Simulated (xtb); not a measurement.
F$_{5}$Nb, charge -1, doublet, at a GFN2-xTB geometry (such geometries of metal compounds can be far from the true shape) (the multiplicity is a formal guess), atoms displaced at random by about 0.05 Å a coordinate. Base run: GFN2-xTB in xtb.

Input for xtb:
```
$ xtb mol.xyz --gfn 2 --chrg -1 --uhf 1 --opt --json

# file mol.xyz
6

Nb    -0.13292109    -0.04210741     0.02621336
F      0.95348244    -0.87705934    -1.31525736
F     -1.04796934     0.45121842     1.49479474
F     -0.82437007     1.13167751    -1.31504904
F     -0.17665472    -1.71116279     0.77090125
F      0.99553092     1.59322622     0.24391385
```

Each row names what was changed in the base input (with any setting that the change needs).

```json
[
 {"change": "base", "ΔE vs base (mEh)": "0.000", "optimiser steps": "11"},
 {"change": "opt level = tight", "ΔE vs base (mEh)": "0.000", "optimiser steps": "12"},
 {"change": "engine = inertial", "ΔE vs base (mEh)": "0.013", "optimiser steps": "-"},
 {"change": "opt level = lax", "ΔE vs base (mEh)": "0.035", "optimiser steps": "8"},
 {"change": "opt level = crude", "ΔE vs base (mEh)": "0.248", "optimiser steps": "4"},
 {"change": "alpb = chcl3", "ΔE vs base (mEh)": "-65.521", "optimiser steps": "11"},
 {"change": "opt level = vtight", "ΔE vs base (mEh)": "0.000", "optimiser steps": "14"},
 {"change": "engine = lbfgs", "ΔE vs base (mEh)": "0.000", "optimiser steps": "-"},
 {"change": "opt level = loose", "ΔE vs base (mEh)": "0.095", "optimiser steps": "6"},
 {"change": "opt level = sloppy", "ΔE vs base (mEh)": "0.095", "optimiser steps": "6"}
]
```
